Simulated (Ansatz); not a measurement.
System: VCl4, charge 0, multiplicity 2. The spin state was set by rule; other spins were not relaxed. SMILES: [Cl][V]([Cl])([Cl])[Cl]
Geometry: optimised at B3LYP-D3(BJ)/def2-TZVP (Ansatz, a program for electronic structure).

Property: atomisation energy (electronic, to ground-state atoms), in eV. Valence correlation only, unless marked. Open shells are spin-unrestricted. No spin-orbit coupling. The frozen core is the preceding noble-gas configuration, with the filled d and f shells of earlier blocks. Non-relativistic. The coupled-cluster limit lacks core correlation, which all-electron functionals hold. CBS marks a two-point X^-3 extrapolation of the correlation energy; Hartree-Fock from the larger set. [CCSD(T)-MP2]/basis is that difference in the basis named.

| level | program | atomisation energy (eV) |
|---|---|---|
| SVWN5/def2-TZVPD | Ansatz | ___ |
| PBE0/def2-QZVPP | Ansatz | 15.96 |
| HSE06-D3(BJ)/def2-TZVPD | Ansatz + dftd3 | ___ |
| CAM-B3LYP-D3(BJ)/def2-TZVPD | Ansatz + dftd3 | 15.33 |
| LC-wPBE/def2-TZVPD | Ansatz | 15.13 |
| wB97X-V/def2-TZVPD | Ansatz | ___ |
| B2GP-PLYP-D3(BJ)/def2-TZVPD | Ansatz + dftd3 | 15.66 |
| B2GP-PLYP/def2-TZVPD | Ansatz | 15.33 |
| B2PLYP/def2-TZVPD | Ansatz | 15.65 |
| PBE-QIDH/def2-TZVPD | Ansatz | ___ |
| RPA@PBE/def2-QZVPP | Ansatz | 14.19 |
| CCSD/6-31G | Ansatz | 10.75 |
| RI-MP2/CBS(def2-TZVPP,def2-QZVPP)+[CCSD(T)-MP2]/def2-TZVPP | Ansatz | 15.54 |

### Question
Some entries are withheld; supply them.

### Answer

- SVWN5/def2-TZVPD, atomisation energy (eV): 20.09
- HSE06-D3(BJ)/def2-TZVPD, atomisation energy (eV): 16.08
- wB97X-V/def2-TZVPD, atomisation energy (eV): 15.64
- PBE-QIDH/def2-TZVPD, atomisation energy (eV): 15.39
